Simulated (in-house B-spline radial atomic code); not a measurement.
**Ionising neutral terbium with different functionals**

Computed with a radial B-spline atomic code at the basis-set limit: scalar-relativistic (spin-free X2C) Hamiltonian, Fermi nucleus of rms radius 5.06 fm, spin-polarised at highest spin, spherical fractional occupations for the functionals, and exact exchange of hybrids averaged over the configuration. The ionisation energy is the difference of two self-consistent energies, [Xe] 4f9 6s2 → [Xe] 4f9 6s1, without Breit or QED terms; ε is the level of the shell that loses the electron (its least bound occupied spin orbital). There is no spin-orbit coupling in this Hamiltonian.

```csv
method,rung,ΔSCF (eV),-ε(6s) (eV)
PBE0,global hybrid,5.73,4.13
B3LYP,global hybrid,5.92,4.04
TPSSh,global hybrid,5.67,3.80
BHandHLYP,global hybrid,5.68,4.51
r2SCAN0,global hybrid,5.57,4.15
B97-1,global hybrid,5.98,3.97
HSE06,range-separated hybrid,5.74,3.81
wB97X,range-separated hybrid,6.04,5.73
CAM-B3LYP,range-separated hybrid,5.84,4.95
LC-wPBE,range-separated hybrid,5.53,5.70
```

Task: Among the functionals, which spreads more, the ΔSCF values or the orbital energies?

Result: The orbital energies: ΔSCF values span about 0.51 eV and the orbital energies 1.93 eV.

Task: How do they compare with the NIST value?

Result: NIST lists 5.864 eV (measured, ground level to ground level). Errors run from -0.33 to +0.17 eV; CAM-B3LYP is closest (-0.03 eV), but part of that can be cancellation, since the calculations leave out spin-orbit coupling, Breit-QED terms, multiplet and fine-structure energies.
